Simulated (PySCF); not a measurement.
C3H9B, charge +1, multiplicity 2. Atoms are numbered in the order given.

```xyz
13

B      0.1343     0.0152     0.0000
C      1.6527     0.0078     0.0000
H      2.0898     0.4741     0.8974
H      1.9803    -1.0513     0.0000
H      2.0898     0.4741    -0.8974
C     -0.8898    -0.0020     1.2542
H     -0.5956     0.9683     1.7026
H     -1.9761    -0.0825     1.1560
H     -0.4632    -0.8836     1.7752
C     -0.8898    -0.0020    -1.2542
H     -1.9761    -0.0825    -1.1560
H     -0.5956     0.9683    -1.7026
H     -0.4632    -0.8836    -1.7752
```
Charge +1, spin multiplicity 2.

Geometry optimised at PBE0-D3(BJ)/def2-SVP. The spin state was assumed, not searched. The isomer is the one that the SMILES or the coordinates give; other isomers of the formula were not compared.

Level of theory: TDA-PBE/def2-SVPD (PySCF).

Vertical excitations. Isolated molecule, no solvent.

**Question.** List the lowest excited states. (Estimate from the structure and the level; the computed values follow.)

**Answer.** 
```
state    energy (eV)  λ (nm)      f                              main pairs
-------  -----------  ------  -----  --------------------------------------
root 1          2.49     497  0.000                        β HOMO→LUMO 99 %
root 2          3.15     394  0.034                      β HOMO−1→LUMO 99 %
root 3          3.23     384  0.000                     β HOMO−2→LUMO 100 %
root 4          4.18     297  0.007                     β HOMO−4→LUMO 100 %
root 5          4.51     275  0.001                      β HOMO−5→LUMO 99 %
root 6          4.86     255  0.126  β HOMO−3→LUMO 68 %, β HOMO−7→LUMO 26 %
root 7          4.96     250  0.002     α HOMO→LUMO 7 %, β HOMO−6→LUMO 91 %
root 8          5.17     240  0.000     α HOMO→LUMO 92 %, β HOMO−6→LUMO 7 %
root 9          5.47     227  0.132  β HOMO−7→LUMO 72 %, β HOMO−3→LUMO 23 %
root 10         6.38     194  0.000  α HOMO−1→LUMO 50 %, β HOMO→LUMO+1 49 %
```
Unrestricted roots are not spin-pure.
